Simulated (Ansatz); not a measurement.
`[InH2][C]1=NC1` + `C[SeH]` → `C[Se][InH2]` + `C1=NC1` at 298.15 K and 1 bar (ligand exchange at the In–C bond).

Calculated with Ansatz (gas phase, PBE0-D4/def2-TZVP geometries, no zero-point term in ΔE). CCSD(T)/CBS adds triple-zeta CCSD(T) − MP2 to the extrapolated MP2 energy (def2 sets, frozen cores). Elements past krypton have def2 core potentials. For In, Se outer-core shells are correlated without core-valence functions, which leaves a few kJ/mol of doubt a bond. Scalar relativity is left out up to krypton.

```
         species  CCSD(T)/CBS energy (Eh)  H − E (kJ/mol)  S (J/(mol·K))
`[InH2][C]1=NC1`               -322.91122           141.9          333.9
        `C[SeH]`              -2441.15625           129.5          267.5
   `C[Se][InH2]`              -2631.58862           150.1          350.1
        `C1=NC1`               -132.51911           129.6          245.4
```

H − E and S are ideal-gas, rigid-rotor, harmonic terms from PBE0-D4/def2-TZVP. 1 Eh = 2625.50 kJ/mol, R = 8.31446 J/(mol·K).

**Question.** By hand: ΔE, ΔH, ΔS and ΔG.

**Answer.** ΔE = (-2631.58862) + (-132.51911) − (-322.91122) − (-2441.15625) = -0.04026 Eh = -105.7 kJ/mol. Δ(H − E) = 150.1 + 129.6 − 141.9 − 129.5 = 8.3, so ΔH = -97.4 kJ/mol. ΔS = 350.1 + 245.4 − 333.9 − 267.5 = -5.9 J/(mol·K). ΔG = -97.4 − 298.15 × (-5.9)/1000 = -95.6 kJ/mol.

**Question.** By hand: the equilibrium constant, and the temperature at which ΔG would vanish if ΔH and ΔS stayed fixed.

**Answer.** log₁₀ K = −ΔG/(RT ln 10) = 16.7. ΔG = 0 at ΔH/ΔS = 16508 K, far beyond where these terms or the molecules hold.

The number of gas molecules stays the same, so ΔS is small and ΔH decides. A doubt of 5 kJ/mol in ΔE shifts log₁₀ K by 0.9 here. Modes under 60 cm⁻¹, often nearly free rotors, make the harmonic entropy too high. These are equilibria of isolated gas molecules and say nothing of rates. Largest T1 diagnostic: 0.014 (customary marks: 0.02 for closed shells, 0.045 for open ones).
